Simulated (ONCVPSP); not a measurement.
What one change does to a pseudopotential (Sb (Z = 51), ONCV)

antimony (Sb), optimised norm-conserving Vanderbilt (ONCV), made with ONCVPSP 4.0.1 (PW91, scalar-relativistic). Core [Kr] 4d10, reference 5s2 5p2 (charge +1). Waves: 5s: rc 1.80 bohr, ncon 5, nbas 8, qcut 3.7 1/bohr, 3 projectors, debl 1.7 Ha; 5p: rc 2.25 bohr, ncon 5, nbas 10, qcut 3.4 1/bohr, 2 projectors, debl 1.6 Ha; d scattering state at 0.06 Ha: rc 2.45 bohr, ncon 3, nbas 6, qcut 4.1 1/bohr, 3 projectors, debl 1.4 Ha. Local part: polynomial inside 1.40 bohr (lpopt 5, dvloc0 0 Ha). Core correction: none.

Change: p: rc 2.86.

Cutoffs: the cutoffs (Ha) at which the residual kinetic energy of the hardest occupied pseudo-wave falls to 1 and 0.1 mHa per electron; they do not see the model core or the augmentation charge, which bear on the density cutoff. Errors are all-electron minus pseudo energies relative to the spin-unpolarised reference configuration.

Task: How do hardness, ghosts and transferability respond?

Result: The potential gets neither clearly harder nor softer (37 Ha and 49 Ha → 37 Ha and 49 Ha); both files keep a bound ghost (d, s); of the 4 tests that both files solve, the error grows in 2 and shrinks in 2 by more than 15 % and 0.3 meV (median size 8.6 → 16.7 meV).

| quantity | base | changed |
| --- | --- | --- |
| cutoff, loose | 37 Ha | 37 Ha |
| cutoff, tight | 49 Ha | 49 Ha |
| loose cutoff by channel | s 37 Ha, p 6.6 Ha | s 37 Ha, p 4.2 Ha |
| bound ghosts | s, d | s, d |
| GHOST(+) flags under 300 eV | p at 64.6 eV | p at 56.0 eV |
| error for 5s2 5p3, meV [ΔE -8.38 eV] | +1.1 | -0.7 |
| error for 5s2 5p1, meV [ΔE 16.05 eV] | -4.8 | -11 |
| error for 5s2 5p0, meV [ΔE 40.56 eV] | +12 | -23 |
| error for 5s1 5p0, meV [ΔE 84.96 eV] | +210 | +137 |
| s: phases at 1.83 bohr within 0.05 rad from the reference energy up to (Ha; the scan ends near 5) | to the end of the scan | to the end of the scan |
| d: phases at 2.48 bohr within 0.05 rad from the reference energy up to (Ha; the scan ends near 5) | n/a | n/a |

 A true bound ghost makes a file unfit for plane-wave use even where its test errors are small: the radial tests pick states by their node count and pass the ghost by.
